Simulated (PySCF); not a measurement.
BLYP on Rh⁻ (rhodium, charge -1), [Kr] 4d8 5s2, high-spin 3F determinant. All numbers are calculated (PySCF 2.14, scalar relativity through the core potential, in aug-cc-pwCVDZ-PP with ECP28MDF (6s6p5d3f, 70 functions)).

```
cycle= 1 E= -110.140566830767  delta_E= -0.0212  |g|= 0.122  |ddm|= 0.706
cycle= 2 E= -110.12842728034  delta_E= 0.0121  |g|= 0.229  |ddm|= 0.278
cycle= 3 E= -110.145044678375  delta_E= -0.0166  |g|= 0.021  |ddm|= 0.201
cycle= 4 E= -110.145518505125  delta_E= -0.000474  |g|= 0.00492  |ddm|= 0.0663
cycle= 5 E= -110.145527915431  delta_E= -9.41e-06  |g|= 7.16e-05  |ddm|= 0.00363
cycle= 6 E= -110.145527919606  delta_E= -4.17e-09  |g|= 1.02e-05  |ddm|= 0.000226
cycle= 7 E= -110.14552791965  delta_E= -4.37e-11  |g|= 6.48e-07  |ddm|= 1.15e-05
converged SCF energy = -110.14552791965  <S^2> = 2.009104  2S+1 = 3.0060632
```

Highest occupied orbital energy: 1.077 eV; ⟨L²⟩ = 12.02; populations by l: s 4.00, p 6.00, d 8.00, f 0.00.

Problem. Can this result be used?

Solution. With care. The run converged. Energies and moments cover only the electrons outside the core potential. At BLYP the highest occupied level has a positive energy, so only the finite basis holds that electron; in a semilocal or global hybrid functional this comes from self-interaction and does not mean that the real anion is unbound.
